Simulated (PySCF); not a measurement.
C4H4OSe, SMILES C(=O)[C@H]1[Se]C=C1. Heavy atoms are numbered as in [O:1]=[CH:2][C@@H:3]1[CH:4]=[CH:5][Se:6]1. Hydrogens are named by the atom that carries them.

Geometry optimised at ωB97X-D3(BJ)/def2-SVP. The structure was generated by enumeration; whether it is a known compound was not checked. Other conformers were not sampled.

These are PBE/def2-TZVP (PySCF) values and carry that method's errors.

ESP charges are fitted to the potential on shells at 1.4 to 2.0 van der Waals radii. Atomic charges (e), one atom of each kind:

```tsv
atom	Löwdin	meta-Löwdin	ESP fit	Mulliken
O1	0.16	-0.35	-0.37	___
C2 (CH)	-0.33	0.25	0.33	___
C3 (CH)	-0.33	-0.18	0.11	0.03
C4 (CH)	-0.20	-0.15	-0.40	-0.17
C5 (CH)	-0.31	-0.21	-0.10	-0.16
Se6	0.49	0.15	-0.08	___
H on C2	0.11	0.07	0.01	___
H on C3	0.16	0.15	0.08	___
H on C4	0.14	0.14	0.23	0.13
H on C5	0.13	0.14	0.20	0.14
```

Some entries are withheld; supply them. (The exact figures need the calculation; the answer reports its results.)


- O1, Mulliken: -0.21
- C2 (CH), Mulliken: 0.00
- Se6, Mulliken: 0.04
- H on C2, Mulliken: 0.07
- H on C3, Mulliken: 0.13

Computed Mayer and Wiberg (Löwdin basis) orders of the bonds:
| bond | Mayer | Wiberg |
|---|---|---|
| O1–C2 | 2.19 | 2.77 |
| C2–C3 | 0.91 | 1.24 |
| C3–C4 | 0.99 | 1.18 |
| C4–C5 | 1.90 | 2.02 |
| C3–Se6 | 0.91 | 1.18 |
| C5–Se6 | 1.08 | 1.39 |
